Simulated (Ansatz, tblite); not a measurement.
Forces on the cluster Si2O2⁺ at its PBE0-D4/def2-TZVP geometry. Total charge 1; doublet.

The xTB rows come from tblite. The structure comes from a short search, and lower isomers may exist.

GFN1-xTB (tblite), largest force 1.68 eV/Å:

```xyz
4
positions Å, forces eV/Å
Si   -0.261    1.152   -0.172   -0.367    1.621   -0.242
Si    0.261   -1.152    0.172    0.367   -1.623    0.242
O     1.148    0.258   -0.014    0.964    0.219   -0.012
O    -1.148   -0.258    0.014   -0.964   -0.217    0.012
```

GFN2-xTB (tblite), largest force 1.17 eV/Å:

```
Si -0.256 1.127 -0.168
Si 0.255 -1.128 0.168
O -0.775 -0.174 0.009
O 0.775 0.174 -0.009
```

PBE-D4/def2-TZVP (Ansatz), largest force 0.94 eV/Å:

```
Si -0.151 0.671 -0.100
Si 0.151 -0.673 0.100
O 0.916 0.209 -0.011
O -0.916 -0.207 0.011
```
